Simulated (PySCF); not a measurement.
In(CF3)(Cl)2 (CCl2F3In), SMILES F[C](F)(F)[In]([Cl])[Cl]. Atoms are numbered in the order given.

```xyz
7

In    -0.0490     0.0857     0.3672
C      0.2044    -0.4134    -1.7884
F     -0.6698     0.2510    -2.5551
F      0.0280    -1.7251    -2.0030
F      1.4413    -0.0920    -2.2003
Cl    -1.2543     1.9646     1.0926
Cl     0.9003    -1.2367     2.0581
```
Charge 0, spin multiplicity 1.

Geometry: B3LYP-D3(BJ)/def2-SVP. The structure was generated by enumeration; whether it is a known compound was not checked. The def2 effective core potentials stand for the cores of In; spin–orbit coupling is left out.

Level of theory: B3LYP-D3(BJ)/def2-SVP (PySCF).

Frequencies are harmonic and unscaled.

A small imaginary wavenumber (i) marks a very flat motion, where grid noise or a shallow saddle decides the sign.

Give all harmonic wavenumbers and intensities. (Estimate from the structure and the level; the computed values follow.)


```json
[
 {"mode": "1", "ν (cm⁻¹)": "1i", "IR (km/mol)": "0.0", "moving atoms (share of kinetic energy)": "F 76 %, Cl 24 %"},
 {"mode": "2", "ν (cm⁻¹)": "56", "IR (km/mol)": "4.2", "moving atoms (share of kinetic energy)": "Cl 46 %, F 34 %, In 18 %"},
 {"mode": "3", "ν (cm⁻¹)": "73", "IR (km/mol)": "9.2", "moving atoms (share of kinetic energy)": "Cl 40 %, In 39 %, F 22 %"},
 {"mode": "4", "ν (cm⁻¹)": "94", "IR (km/mol)": "7.8", "moving atoms (share of kinetic energy)": "Cl 82 %, In 11 %"},
 {"mode": "5", "ν (cm⁻¹)": "195", "IR (km/mol)": "1.4", "moving atoms (share of kinetic energy)": "F 75 %, In 14 %, C 9 %"},
 {"mode": "6", "ν (cm⁻¹)": "208", "IR (km/mol)": "2.0", "moving atoms (share of kinetic energy)": "F 82 %, C 10 %"},
 {"mode": "7", "ν (cm⁻¹)": "232", "IR (km/mol)": "5.1", "moving atoms (share of kinetic energy)": "F 57 %, In 22 %, Cl 14 %"},
 {"mode": "8", "ν (cm⁻¹)": "361", "IR (km/mol)": "42.9", "moving atoms (share of kinetic energy)": "Cl 76 %, In 22 %"},
 {"mode": "9", "ν (cm⁻¹)": "383", "IR (km/mol)": "58.2", "moving atoms (share of kinetic energy)": "Cl 70 %, In 30 %"},
 {"mode": "10", "ν (cm⁻¹)": "521", "IR (km/mol)": "0.2", "moving atoms (share of kinetic energy)": "F 93 %"},
 {"mode": "11", "ν (cm⁻¹)": "522", "IR (km/mol)": "0.0", "moving atoms (share of kinetic energy)": "F 92 %"},
 {"mode": "12", "ν (cm⁻¹)": "728", "IR (km/mol)": "14.1", "moving atoms (share of kinetic energy)": "F 83 %, C 16 %"},
 {"mode": "13", "ν (cm⁻¹)": "1126", "IR (km/mol)": "468.3", "moving atoms (share of kinetic energy)": "C 70 %, F 29 %"},
 {"mode": "14", "ν (cm⁻¹)": "1162", "IR (km/mol)": "229.4", "moving atoms (share of kinetic energy)": "C 71 %, F 29 %"},
 {"mode": "15", "ν (cm⁻¹)": "1175", "IR (km/mol)": "203.7", "moving atoms (share of kinetic energy)": "C 72 %, F 28 %"}
]
```
